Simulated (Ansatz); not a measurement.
Gas-phase electronic energies from Ansatz, PBE0-D4/def2-TZVP geometries. CCSD(T)/CBS adds triple-zeta CCSD(T) − MP2 to the extrapolated MP2 energy (def2 sets, frozen cores). Functionals use def2-TZVPP. B3LYP here is the variant with VWN-RPA as its local correlation; programs differ in this. HSE06 is defined as in plane-wave codes. Elements past krypton have def2 core potentials. For Ge, Te outer-core shells are correlated without core-valence functions, which leaves a few kJ/mol of doubt a bond. Scalar relativity is left out up to krypton.

Consider the redistribution: `[CH3][GeH2][TeH]` + `CB1N[SiH2]1` → `[TeH]B1N[SiH2]1` + `[CH3][GeH2][CH3]`.

```csv
level,ΔE (kJ/mol),difference from CCSD(T)/CBS
revPBE-D4,33.8,3.1
r2SCAN-D4,35.7,5.0
B97M-V,35.0,4.3
PBE0-D4,38.1,7.4
r2SCANh-D4,36.6,5.9
HSE06-D4,38.2,7.5
BHLYP-D4,42.1,11.4
CAM-B3LYP-D4,38.7,8.0
B2PLYP,34.6,3.9
PBE,36.9,6.2
BLYP,39.5,8.8
B3LYP,40.6,9.9
HSE06,38.6,7.9
CCSD(T)/def2-TZVPP,26.5,-4.2
HF/def2-QZVPP,45.5,14.8
SCS-MP2/def2-QZVPP,28.4,-2.3
CCSD(T)/CBS,30.7,0
```

Largest T1 diagnostic among the species: 0.013.

Leaving LDA and LC-ωPBE aside and taking each functional with its dispersion term where it has one, the values, not all of them listed here, spread over 9.0 kJ/mol, from PBE-QIDH to BHLYP-D4. In def2-TZVPP, CCSD(T) changes the Hartree–Fock value by −18.1 kJ/mol (the triples alone add −2.6 kJ/mol) and MP2 by −20.4 kJ/mol.
